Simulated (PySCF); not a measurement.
**Spinor energies of Tc²⁺ (technetium, charge +2)**

Start: [Kr] 4d5; 4d3/2 filled at m_j = -3/2, -1/2, +1/2, +3/2; 4d5/2 filled at m_j = +5/2. Calculated with PySCF 2.14 in x2c-TZVPPall-2c (8s9p7d2f1g, 93 functions): generalised Hartree-Fock with the X2C-1e Hamiltonian and a Gaussian nucleus; one run each with spin-orbit coupling (SO) switched off, then screened by Boettger's factors.

| spinor shell | electrons | ε, spin-free (eV) | ε, screened SO (eV) | weight of nominal j (screened SO) | rms radius, screened SO (bohr) |
| --- | --- | --- | --- | --- | --- |
| 1s1/2 | 2 | -21176.0 | -21174.7 | 1.000 | 0.0394 |
| 2s1/2 | 2 | -3112.4 | -3112.1 | 1.000 | 0.162 |
| 2p1/2 | 2 | -2780.6 | -2862.3 | 1.000 | 0.141 |
| 2p3/2 | 4 | -2780.6 | -2742.4 | 1.000 | 0.145 |
| 3s1/2 | 2 | -588.65 | -588.56 | 1.000 | 0.442 |
| 3p1/2 | 2 | -476.80 | -491.01 | 1.000 | 0.439 |
| 3p3/2 | 4 | -476.80 | -470.12 | 1.000 | 0.450 |
| 3d3/2 | 4 | -295.88 | -298.39 | 0.962 | 0.433 |
| 4s1/2 | 2 | -105.61 | -105.59 | 1.000 | 1.13 |
| 4p1/2 | 2 | -72.187 | -77.911 | 0.654 | 1.26 |
| 4p3/2 | 4 | -72.187 | -69.384 | 0.827 | 1.26 |
| 4d3/2 | 4 | -30.019 | -30.051 | 0.531 | 1.72 |
| 4d5/2 | 1 | -30.019 | -29.865 | 1.000 | 1.73 |

Q: Where does 3d5/2 lie, and what is the 3d spin-orbit splitting (screened SO)?

A: At -294.13 eV, 4.260 eV above 3d3/2.

```json
{"quantity": "E (hartree)", "spin-free": "-4282.04667", "screened SO": "-4282.60076"}
{"quantity": "M_J", "spin-free": "5/2", "screened SO": "5/2"}
{"quantity": "⟨J²⟩", "spin-free": "8.752", "screened SO": "8.752"}
{"quantity": "⟨L²⟩", "spin-free": "0.000", "screened SO": "0.019"}
{"quantity": "⟨S²⟩", "spin-free": "8.752", "screened SO": "8.738"}
```

Each row is a mean over spinors that exchange with the open shell spreads, by up to 9.818 eV (4p3/2).

Rows whose weight is well below 1 are mixtures of j = l ± 1/2: exchange outweighs spin-orbit coupling there, and the label is only the starting occupation.

Breit and QED terms are absent; they matter most for the inner s and p1/2 levels.

Densities and radii are taken from the X2C orbitals without a picture-change correction, which distorts them close to the nucleus.

Without spin-orbit coupling the j labels of p, d and f shells carry no meaning; the spin-free column gives the mean over the occupied spinors of each nl shell.
